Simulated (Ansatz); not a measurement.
Born–Oppenheimer molecular dynamics of BClH2O2 (6 atoms, charge 0, multiplicity 1). It goes on from the last frame of an earlier run, with new velocities.

Level of theory: RKS BLYP-D4/def2-SVP in Ansatz.

```yaml
ensemble: NVE (velocity Verlet)
time_step: 1 fs
steps_asked: 250
starting_velocities_drawn_for: 300 K
seed: 199783
```

First frame:

```xyz
6
Properties=species:S:1:pos:R:3
B -0.040 -0.277 -0.042
Cl -0.158 0.096 1.708
O 1.177 -0.358 -0.645
H 1.190 -0.586 -1.592
O -1.191 -0.649 -0.634
H -1.909 -0.678 0.022
```

Problem. How far do the bonds stretch over the last three quarters of this one trajectory? (Pairs bonded in most of those frames.)

Solution. 
```tsv
bond	mean (Å)	spread (Å)	shortest	longest
B1–Cl2	1.804	0.029	1.75	1.85
B1–O3	1.363	0.016	1.33	1.39
B1–O5	1.370	0.016	1.33	1.40
O3–H4	0.980	0.026	0.94	1.02
O5–H6	0.981	0.041	0.92	1.04
```

Mean temperature of the second half: 245 K. The conserved energy stayed within 2.5 meV per atom of its start (net change 1.7 meV per atom), so the integration is sound. A run of 0.25 ps of so small a system gives no equilibrium averages.

The run took 6.2 min on 1 thread of Arm Neoverse V1, with other jobs on the host, peak memory 0.11 GiB.
